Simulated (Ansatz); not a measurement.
## A geometry optimisation of CH6OSiSn with PBE-D3(BJ)/def2-SVP

The starting geometry of this gas-phase singlet was optimised with GFN2-xTB.

```xyz
10

C    -1.0167    0.3255   -0.5515
O    -2.5693   -1.3976   -2.1115
Si   -1.1295   -1.3959   -1.3803
Sn   -0.1547   -3.7699   -1.2197
H    -1.9090    0.5555    0.0310
H    -0.1655    0.3752    0.1197
H    -0.8930    1.1161   -1.2906
H    -3.2210   -0.6962   -2.0674
H     1.3225   -2.9472   -0.6167
H    -0.8964   -3.5239    0.4232
```

**Question.** Predict what becomes of its bonds when it is optimised with PBE-D3(BJ)/def2-SVP.

**Answer.** A new bond forms, giving a structure with H10 bridging Si3 and Sn4, given below by its coordinates. Distances that change by over a tenth: Sn4–H10 (1.82 → 2.16 Å). Contacts that close: Si3–H10 (2.80 → 1.67 Å).

The energy falls by 0.72 eV over 16 steps:

| step | E − E(last) (eV) |
| --- | --- |
| 1 | 0.720 |
| 3 | 0.427 |
| 4 | 0.312 |
| 6 | 0.072 |
| 8 | 0.015 |
| 9 | 0.006 |
| 11 | 0.000 |
| 13 | 0.000 |
| 14 | 0.000 |
| 16 | 0.000 |

Final geometry (Å):

```xyz
10

C    -0.9013    0.1045   -0.5304
O    -2.7196   -1.5262   -2.1354
Si   -1.2119   -1.5633   -1.3765
Sn    0.1329   -3.7088   -1.2699
H    -1.7591    0.4041    0.1081
H     0.0053    0.0427    0.1028
H    -0.7425    0.8959   -1.2917
H    -3.3149   -0.8173   -1.8308
H     1.1915   -2.5670   -0.3491
H    -1.3129   -2.6229   -0.0908
```

Frequencies at the end are all real (lowest 127 cm⁻¹). Atoms past krypton carry core potentials, without spin–orbit terms. Run with Ansatz 0.2.0, 23 s on 2 threads of Arm Neoverse V2, on a shared host.
